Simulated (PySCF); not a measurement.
A calculated (B97-3, PySCF 2.14, dyall-av2z, the non-relativistic Hamiltonian (point nucleus)) atom or ion has these occupied shells.

```
shell  electrons  orbital energy (eV)  rms radius, mean of both spins (bohr)
 1s α          1             -10168.1                                 0.0572
 1s β          1             -10168.1                                 0.0572
 2s α          1              -1274.8                                  0.240
 2s β          1              -1273.8                                  0.240
 2p α          3              -1130.1                                  0.213
 2p β          3              -1129.3                                  0.213
 3s α          1              -171.54                                  0.706
 3s β          1              -169.68                                  0.706
 3p α          3              -124.03                                  0.733
 3p β          3              -121.97                                  0.733
 3d α          5              -42.358                                  0.851
 3d β          4              -40.898                                  0.851
 4s α          1              -20.521                                   2.29
 4s β          1              -19.203                                   2.29
 4p α          1              -12.765                                   2.76
```

Name the element and its charge.

Ga⁺ (gallium, charge +1), in [Ar] 3d9 4s2 4p1, one real determinant (an excited configuration).
